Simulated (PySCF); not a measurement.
# Levels of La(54+) from EOM-EA-GCCSD

Reference: closed-shell La(55+), 1s2; one electron is added. Calculated with PySCF 2.14, two-component X2C-1e with screened spin-orbit coupling, an uncontracted even-tempered set (16 s from 15 bohr⁻², ratio 2.6; 12 p from 20 bohr⁻², ratio 2.6; 6 d from 20 bohr⁻², ratio 2.8; 3 f from 870 bohr⁻², ratio 2.8); frozen nothing; the 30 highest virtual spinors dropped; of the others 54 kept and the rest restored at second order. No Breit or QED terms. Binding energies in eV.

| level | Koopmans |
| --- | --- |
| 2s1/2 | 11043.3 |
| 2p1/2 | 10918.8 |
| 2p3/2 | 10435.2 |

Task: How does correlation move these levels?

Result: 2s1/2: second order 11043.5, EOM-CCSD 11043.5; 2p1/2: second order 10919.2, EOM-CCSD 10919.2; 2p3/2: second order 10435.6, EOM-CCSD 10435.6.

For comparison, the ionisation energy of La(54+) is 11033.4 ± 0.05 eV (theoretical estimate listed by NIST; NIST Atomic Spectra Database, ionization energies).

Only part of the computed levels is shown.
